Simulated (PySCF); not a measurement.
Te (tellurium, neutral) across methods

[Kr] 4d10 5s2 5p4, high-spin 3P determinant. Calculation: PySCF 2.14, in x2c-QZVPPall with one added diffuse shell each of s, p, d, f type (14s10p8d5f1g, 128 functions); the spin-free X2C one-electron Hamiltonian (Gaussian nucleus).

| method | E (hartree) | mean ε 5s β (eV) | mean ε 5p α (eV) | mean ε 5p β (eV) | Σ⟨r²⟩ (bohr²) | ⟨S²⟩ |
| --- | --- | --- | --- | --- | --- | --- |
| BHandHLYP | -6793.78 | -16.767 | -8.498 | -7.200 | 61.84 | 2.004 |
| r2SCAN | -6793.79 | -14.334 | -6.853 | -5.511 | 61.57 | 2.007 |
| r2SCAN0 | -6793.77 | -15.569 | -7.879 | -6.459 | 61.48 | 2.007 |
| UHF | -6790.94470 | -18.113 | -10.337 | -8.500 | 62.28 | 2.013 |
| TPSS | -6793.49 | -14.244 | -6.579 | -5.362 | 61.75 | 2.004 |
| LDA | -6787.46 | -14.666 | -6.564 | -5.413 | 61.78 | 2.002 |
| PBE0 | -6793.44 | -15.514 | -7.624 | -6.296 | 61.65 | 2.005 |
| PBE | -6793.36 | -14.275 | -6.483 | -5.280 | 61.96 | 2.004 |
